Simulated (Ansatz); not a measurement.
Job for Ansatz (a quantum-chemistry and plane-wave program): U-B3LYP-D3(BJ)/def2-TZVP on HOW (SMILES [OH][W]), 2S+1 = 4, a spin state set in the input, which need not be the lowest. Elements past Kr take the def2 small-core potentials; no spin–orbit coupling.

Ansatz 0.2 input:
```yaml
crystal:
  periodic: [false, false, false]
  atoms:
    - {symbol: W, position_ang: [-0.96605079, -0.63175018, -0.83146551]}
    - {symbol: O, position_ang: [0.48547633, -0.18758683, 0.32163414]}
    - {symbol: H, position_ang: [0.44740574, 0.86670861, 0.43951174]}
basis:
  gaussian:
    orbitals: def2-TZVP
hamiltonian:
  xc: b3lyp
  dispersion: d3bj
magnetization: {spin_polarized: true, initial_magnetization: 3}
relax: {f_tol: 0.005, max_steps: 120}
```

It printed:

```
WARN ansatz: RAYON_NUM_THREADS=1 ignored (pool sized by the plan → 1); use --threads N
Functional definition: B3LYP
integrals: 0.02 GiB planned
588 factors; their error is unknown
mean field: 0.22 GiB planned
mean field evaluation 1: about -3882.0273 eV, gradient 3.9e1 eV
mean field evaluation 2: about -3803.6321 eV, gradient 1.4e2 eV
mean field evaluation 4: about -3887.2310 eV, gradient 7.3e0 eV
mean field evaluation 8: about -3887.5279 eV, gradient 1.7e-1 eV
mean field evaluation 16: about -3887.5363 eV, gradient 1.1e-3 eV
mean field evaluation 32: about -3887.2168 eV, gradient 3.0e0 eV
mean field -3887.53628186 eV, -142.8643232916 hartree, gradient 9.9e-6 eV, S^2 3.804428; 4 other end points of the search recorded, 0 dependent functions left out
the calculation of the forces begins
reference -3887.53647065 eV, -142.8643302294 hartree; 13, 10 occupied and 64, 67 virtual orbitals, 588 factors
relax step   1: F+E_penalty+E_count = -3887.59961580 eV  Δ(F+E_penalty+E_count) = +0.000e0 eV  max|allowed force component| = 2.917e0 eV/Å  Δτ_max = 0.0000 Å  (108 SCF iters, accepted)
these checks for a lower state are left out or cut short: starts, cluster_reference, orbital_swaps, neighbouring_geometries, increment
integrals: 0.02 GiB planned
588 factors; their error is unknown
mean field: 0.22 GiB planned
mean field -3887.71587366 eV, -142.8709231685 hartree, gradient 1.0e-5 eV, S^2 3.795527; 0 other end points of the search recorded, 0 dependent functions left out
the calculation of the forces begins
reference -3887.71606099 eV, -142.8709300530 hartree; 13, 10 occupied and 64, 67 virtual orbitals, 588 factors
relax step   2: F+E_penalty+E_count = -3887.77891784 eV  Δ(F+E_penalty+E_count) = -1.793e-1 eV  max|allowed force component| = 1.288e0 eV/Å  Δτ_max = 0.0446 Å  (79 SCF iters, accepted)
these checks for a lower state are left out or cut short: starts, cluster_reference, orbital_swaps, neighbouring_geometries, increment
integrals: 0.02 GiB planned
588 factors; their error is unknown
mean field: 0.22 GiB planned
mean field evaluation 64: about -3887.7460 eV, gradient 3.9e-3 eV
mean field -3887.74595356 eV, -142.8720285844 hartree, gradient 1.3e-5 eV, S^2 3.795810; 0 other end points of the search recorded, 0 dependent functions left out
the calculation of the forces begins
reference -3887.74613988 eV, -142.8720354316 hartree; 13, 10 occupied and 64, 67 virtual orbitals, 588 factors
relax step   3: F+E_penalty+E_count = -3887.80908618 eV  Δ(F+E_penalty+E_count) = -3.017e-2 eV  max|allowed force component| = 2.974e-1 eV/Å  Δτ_max = 0.0338 Å  (67 SCF iters, accepted)
these checks for a lower state are left out or cut short: starts, cluster_reference, orbital_swaps, neighbouring_geometries, increment
integrals: 0.02 GiB planned
588 factors; their error is unknown
mean field: 0.22 GiB planned
mean field -3887.74983212 eV, -142.8721711189 hartree, gradient 8.5e-6 eV, S^2 3.796277; 0 other end points of the search recorded, 0 dependent functions left out
the calculation of the forces begins
reference -3887.75001825 eV, -142.8721779589 hartree; 13, 10 occupied and 64, 67 virtual orbitals, 588 factors
relax step   4: F+E_penalty+E_count = -3887.81309987 eV  Δ(F+E_penalty+E_count) = -4.014e-3 eV  max|allowed force component| = 6.720e-2 eV/Å  Δτ_max = 0.0160 Å  (68 SCF iters, accepted)
these checks for a lower state are left out or cut short: starts, cluster_reference, orbital_swaps, neighbouring_geometries, increment
integrals: 0.02 GiB planned
588 factors; their error is unknown
mean field: 0.22 GiB planned
mean field evaluation 96: about -3887.7508 eV, gradient 1.2e-5 eV
mean field -3887.75084415 eV, -142.8722083104 hartree, gradient 1.2e-5 eV, S^2 3.796672; 0 other end points of the search recorded, 0 dependent functions left out
the calculation of the forces begins
reference -3887.75102999 eV, -142.8722151398 hartree; 13, 10 occupied and 64, 67 virtual orbitals, 588 factors
relax step   5: F+E_penalty+E_count = -3887.81422468 eV  Δ(F+E_penalty+E_count) = -1.125e-3 eV  max|allowed force component| = 2.907e-3 eV/Å  Δτ_max = 0.0151 Å  (66 SCF iters, accepted)
integrals: 0.02 GiB planned
588 factors; their error is unknown
mean field: 0.22 GiB planned
mean field evaluation 128: about -3887.3982 eV, gradient 2.9e0 eV
mean field -3887.75084415 eV, -142.8722083104 hartree, gradient 1.2e-5 eV, S^2 3.796672; 5 other end points of the search recorded, 0 dependent functions left out
the calculation of the forces begins
reference -3887.75102999 eV, -142.8722151398 hartree; 13, 10 occupied and 64, 67 virtual orbitals, 588 factors
Total energy: -3887.81441052 eV, -142.8745443313 hartree
Atom 0 at    -0.952631    -0.661302    -0.825482 Å, force     0.002255     0.000530     0.001769 eV/Å
Atom 1 at     0.421838    -0.121351     0.282990 Å, force    -0.002907    -0.002264    -0.002500 eV/Å
Atom 2 at     0.497624     0.830024     0.472173 Å, force     0.000652     0.001734     0.000731 eV/Å
Dipole moment:    -0.083725     0.207400    -0.034131 e Å
```

The run converged.

Cost: roughly 30 core-seconds.
